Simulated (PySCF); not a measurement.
A side-by-side comparison of computed properties.

First species: C₄H₁₄N₂Si.
Bonds: C1–N2, N2–C3, N2–Si4, Si4–N5, N5–C6, N5–C7. Hydrogens: H8, H9, H10 on C1; H11, H12, H13 on C3; H14, H15 on Si4; H16, H17, H18 on C6; H19, H20, H21 on C7.

Second species: C₃H₈GeO.
SMILES: `C1C(C1)[O][GeH3]`

Levels: CAM-B3LYP/def2-SVPD for dipole moment, HOMO energy, LUMO energy, HOMO–LUMO gap, static isotropic polarisability and electronic spatial extent ⟨r²⟩ about the centre of nuclear charge; TDDFT CAM-B3LYP/def2-SVPD for lowest singlet excitation; TDA CAM-B3LYP/def2-SVPD for lowest triplet excitation (Tamm–Dancoff); ΔSCF CAM-B3LYP/def2-SVPD for vertical ionisation energy; PBE0-D3(BJ)/def2-SVP for rotational constant A and rotational constant C. Geometries: PBE0-D3(BJ)/def2-SVP. Each species is one conformer at its optimised geometry, gas phase, non-relativistic unless stated; the electronic structure was computed with PySCF and density fitting.

The conformers computed, where there is a choice (atom-mapped SMILES and torsion angles):
- `[CH3:1][N:2]([CH3:3])[SiH2:4][N:5]([CH3:6])[CH3:7]`: C1–N2–Si4–N5 -51°, N2–Si4–N5–C6 141°
- `[GeH3:1][O:2][CH:3]1[CH2:4][CH2:5]1`: Ge1–O2–C3–C4 -149°

Question: Which of the two has the higher vertical ionisation energy, and by how much?

Answer: The second: 9.50 eV against 8.16 eV, a difference of 1.34 eV.

Question: Which of the two has the higher rotational constant C, and by how much?

Answer: The second: 1.397 GHz against 1.181 GHz, a difference of 0.216 GHz.

Question: Which of the two has the higher ⟨r²⟩, and by how much?

Answer: The first: 1194 bohr² against 839 bohr², a difference of 355 bohr².

Question: Which of the two has the higher static isotropic polarisability, and by how much?

Answer: The first: 94.5 au against 68.9 au, a difference of 25.6 au.

Question: Which of the two has the higher HOMO–LUMO gap, and by how much?

Answer: The second: 9.68 eV against 8.79 eV, a difference of 0.89 eV.

Question: Which of the two has the higher rotational constant A, and by how much?

Answer: The second: 11.320 GHz against 3.671 GHz, a difference of 7.649 GHz.

Question: Which of the two has the higher S1 energy, and by how much?

Answer: The second: 6.61 eV against 5.91 eV, a difference of 0.70 eV.

Question: Which of the two has the higher dipole moment, and by how much?

Answer: The second: 1.25 D against 0.75 D, a difference of 0.50 D.

On the first: No computed singlet falls in the visible range (750 to 380 nm, 1.65 to 3.26 eV); S1 lies 2.65 eV above its blue end. The ΔSCF ionisation energy exceeds −ε(HOMO) by 0.59 eV with CAM-B3LYP.

On the second: S1 lies 3.07 eV below the HOMO–LUMO gap; its leading configuration is HOMO→LUMO+1, weight 0.62. The calculation is non-relativistic and has no spin–orbit coupling, an omission that weighs most on germanium.
